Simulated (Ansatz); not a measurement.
Start from `Cl[SiH2]N[SiH2]Cl` and change one atom or group to get `FCN[SiH2]Cl`.

Ansatz, PBE0-D4/def2-TZVP geometries, multiplicity 1. Each molecule was computed in one conformer, which needn't be the lowest.

```
                                      property  `Cl[SiH2]N[SiH2]Cl`
size of the dipole moment (PBE/def2-TZVPP) / D                 1.01
         LUMO energy (ωB97M-V/def2-TZVPP) / eV                 1.55
            LUMO energy (PBE0/def2-TZVPP) / eV                -0.09
         HOMO energy (ωB97M-V/def2-TZVPP) / eV               -10.75
           LUMO energy (B3LYP/def2-TZVPP) / eV                -0.30
            HOMO energy (PBE0/def2-TZVPP) / eV                -8.47
```

**Question.** Give the same properties after the change, and the shifts. (An estimate is asked.)

**Answer.** Computed: 
```tsv
property	`FCN[SiH2]Cl`	shift
size of the dipole moment (PBE/def2-TZVPP) / D	1.13	0.12
LUMO energy (ωB97M-V/def2-TZVPP) / eV	1.92	0.37
LUMO energy (PBE0/def2-TZVPP) / eV	0.31	0.40
HOMO energy (ωB97M-V/def2-TZVPP) / eV	-10.55	0.20
LUMO energy (B3LYP/def2-TZVPP) / eV	0.06	0.36
HOMO energy (PBE0/def2-TZVPP) / eV	-8.22	0.25
```

With PBE0 the HOMO rises by 0.25 eV and the LUMO rises by 0.40 eV, so the gap widens by about 0.15 eV. PBE moves the HOMO by 0.30 eV and ωB97M-V by 0.20 eV. Dipoles are sizes alone; their direction can turn.

Positive LUMOs are unbound, so they and the gaps depend on the basis.

B3LYP here is the variant with VWN-RPA as its local correlation; programs differ in this.
